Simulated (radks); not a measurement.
Correlation energies from several functionals, in hartree. Species: Al2+ [Ne] 3s1; Ca16+ [He] 2s2. All-electron calculation, non-relativistic Kohn-Sham, exchange-only B88, spin-polarised, spherical densities, point nucleus. Program: a radial shooting solver on a logarithmic mesh with Libxc functionals. Every spin shell is full or empty, so the densities are truly spherical. Functionals are evaluated on that one density, not self-consistently.

functional      Al2+     Ca16+
PW92        -0.87679  -0.41416
Wigner      -0.54250  -0.21819
Chachiyo    -0.86105  -0.40932
PBE         -0.39175  -0.10944
PBEsol      -0.46370  -0.13753
LYP         -0.44294  -0.13830
P86         -0.44061  -0.20924
PW91        -0.43382  -0.13826
AM05        -0.79062  -0.36357
OP (B88)    -0.43129  -0.15990
